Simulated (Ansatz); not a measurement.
A run for Ansatz (a program for electronic structure): U-CCSD(T)/def2-TZVPP on BH2I (SMILES BI), a point of a bond scan (R = 1.064 Å). Elements past Kr take the def2 small-core potentials; no spin–orbit coupling. The run froze 10 orbitals, filled d shells among them.

Ansatz 0.2 input:
```yaml
crystal:
  periodic: [false, false, false]
  atoms:
    - {symbol: B, position_ang: [-1.00687273, -1.52824232, 0.26334221]}
    - {symbol: H, position_ang: [-0.66330651, -2.22739621, 0.98858207]}
    - {symbol: H, position_ang: [-1.98651595, -1.65890826, -0.38610151]}
    - {symbol: I, position_ang: [0.14426438, 0.21896603, -0.03773158]}
basis:
  gaussian:
    orbitals: def2-TZVPP
correlation: {method: ccsd_t, electrons: outside_noble_gas}
scf: {omitted_lower_state_checks: [cluster_reference]}
magnetization: {spin_polarized: true, initial_magnetization: 0}
```

Program output:

```
WARN ansatz: RAYON_NUM_THREADS=1 ignored (pool sized by the plan → 1); use --threads N
Functional definition: HF
these checks for a lower state are left out or cut short: cluster_reference
integrals: 0.22 GiB planned
819 factors; integrals over basis functions are off by at most 1.2e-3 eV
mean field: 0.29 GiB planned
mean field evaluation 1: about -8775.5352 eV, gradient 7.5e0 eV
mean field evaluation 2: about -8775.5381 eV, gradient 7.5e0 eV
mean field evaluation 4: about -8776.0806 eV, gradient 1.1e0 eV
mean field evaluation 8: about -8776.0870 eV, gradient 2.0e-3 eV
mean field -8776.08701172 eV, -322.5152490354 hartree, gradient 2.3e-6 eV, S^2 0.000000; 0 other end points of the search recorded, 0 dependent functions left out
10 core orbitals not correlated
reference -8776.08701172 eV, -322.5152490354 hartree; 6, 6 occupied and 93, 93 virtual orbitals, 819 factors
second order -6.59006497 eV of doubles, -0.00000000 eV of singles
coupled cluster: 0.55 GiB planned
cycle   1  -7.13024104 eV  change   -5.4e-1 eV  update   7.0e-2
cycle   2  -7.33192278 eV  change   -2.0e-1 eV  update   2.1e-2
cycle   3  -7.37919685 eV  change   -4.7e-2 eV  update   1.4e-2
cycle   4  -7.37557788 eV  change    3.6e-3 eV  update   5.6e-3
cycle   5  -7.37453573 eV  change    1.0e-3 eV  update   2.2e-3
cycle   6  -7.37456137 eV  change   -2.6e-5 eV  update   5.6e-4
cycle   7  -7.37460034 eV  change   -3.9e-5 eV  update   1.3e-4
cycle   8  -7.37464747 eV  change   -4.7e-5 eV  update   3.7e-5
cycle   9  -7.37464240 eV  change    5.1e-6 eV  update   1.1e-5
perturbative correction -0.28816553 eV, -0.0105898880 hartree
Total energy: -8783.74981966 eV, -322.7968520330 hartree
Checks for a lower state left out: cluster_reference
```

The run converged.

Cost: about 8 core-seconds (a rough figure).
